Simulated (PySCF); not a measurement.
Geometry:
```tsv
atom	x (Å)	y (Å)	z (Å)
C1	1.705	-0.176	0.050
N2	0.240	-0.062	-0.009
C3	-0.353	1.142	-0.047
C4	-1.743	1.208	-0.115
N5	-2.499	0.119	-0.142
C6	-1.893	-1.063	-0.103
C7	-0.510	-1.180	-0.035
H8	2.066	-0.634	-0.881
H9	2.141	0.822	0.164
H10	1.983	-0.802	0.907
H11	0.287	2.025	-0.024
H12	-2.241	2.182	-0.146
H13	-2.516	-1.963	-0.124
H14	0.011	-2.139	-0.001
```

Total charge +1.

Geometry: PBE0-D3(BJ)/def2-SVP; GIAO shifts from PySCF 2.14, gas phase, non-relativistic, averaged over equivalent atoms.

At PBE0/pcSseg-1 (154 basis functions, 8.5 s wall time on 1 thread of an x86-64 server CPU, shared host):
| atoms | δ (ppm) |
| --- | --- |
| C4/C6 | 160.8 |
| C3/C7 | 139.1 |
| C1 | 50.6 |
| N5 | 439.9 |
| N2 | 247.5 |
| H12/H13 | 10.08 |
| H11/H14 | 8.20 |
| H8/H9/H10 | 4.52 |

δ = σ(ref) − σ, references computed at the same level: ¹³C (σref 184.41) and ¹H (σref 31.27) vs TMS; NH3 for ¹⁵N (σref 265.67).

Task: Estimate the result of repeating the calculation with PBE0/pcSseg-2.

Result: 
```json
{"atoms": "C4/C6", "δ at PBE0/pcSseg-2": "165.2", "change": "+4.4"}
{"atoms": "C3/C7", "δ at PBE0/pcSseg-2": "143.1", "change": "+4.0"}
{"atoms": "C1", "δ at PBE0/pcSseg-2": "51.8", "change": "+1.2"}
{"atoms": "N5", "δ at PBE0/pcSseg-2": "440.1", "change": "+0.2"}
{"atoms": "N2", "δ at PBE0/pcSseg-2": "248.5", "change": "+1.0"}
{"atoms": "H12/H13", "δ at PBE0/pcSseg-2": "10.09", "change": "+0.01"}
{"atoms": "H11/H14", "δ at PBE0/pcSseg-2": "8.33", "change": "+0.13"}
{"atoms": "H8/H9/H10", "δ at PBE0/pcSseg-2": "4.45", "change": "-0.07"}
```

References, each an isolated molecule treated in the same way: ¹³C (σref 184.13), ¹H (σref 31.25) vs TMS; NH3 for ¹⁵N (σref 261.69).

The largest change is at C4/C6 (aromatic CH next to a ring nitrogen). Cost: 350 basis functions, 34 s wall time on 1 thread of an x86-64 server CPU, shared host. The order of the carbon signals is the same at both levels.

Experimental scales use liquid or dissolved standards, which lie at an offset from isolated NH3 (liquid NH3: subtract about 20 ppm). Unscaled 15N shifts of sp2 nitrogen come out 20 to 40 ppm too high even then.
